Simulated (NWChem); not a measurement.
Isomers of C3H5NOSi, each optimised at B3LYP/6-31G* with NWChem, gas phase unless a solvent is named. Flexible species stand in one conformer each, which need not be the lowest. Pople sets run with spherical d functions. Relative energies count from the lowest isomer at each level and are electronic, without zero-point energy, on those geometries.

A: C1=CO[SiH2]N=C1
B: N#C[C@@H]([SiH3])C=O
C: c1(cocn1)[SiH3]
D: o1c(ncc1)[SiH3]

Which isomer is lowest, and do the levels agree? Levels: B3LYP/6-31G*; PBE/def2-TZVP; B3LYP/def2-TZVP; TPSSh/def2-TZVP; PW6B95/def2-TZVP; PBE0/def2-TZVP.

All put A lowest.
```csv
quantity,A,B,C,D
"relative energy, B3LYP/6-31G* (kcal/mol)",0.0,36.6,29.0,29.4
"relative energy, PBE/def2-TZVP (kcal/mol)",0.0,38.1,29.2,29.7
"relative energy, B3LYP/def2-TZVP (kcal/mol)",0.0,38.0,33.8,34.3
"relative energy, TPSSh/def2-TZVP (kcal/mol)",0.0,39.2,30.1,30.6
"relative energy, PW6B95/def2-TZVP (kcal/mol)",0.0,39.7,31.8,32.5
"relative energy, PBE0/def2-TZVP (kcal/mol)",0.0,40.8,30.6,31.4
```
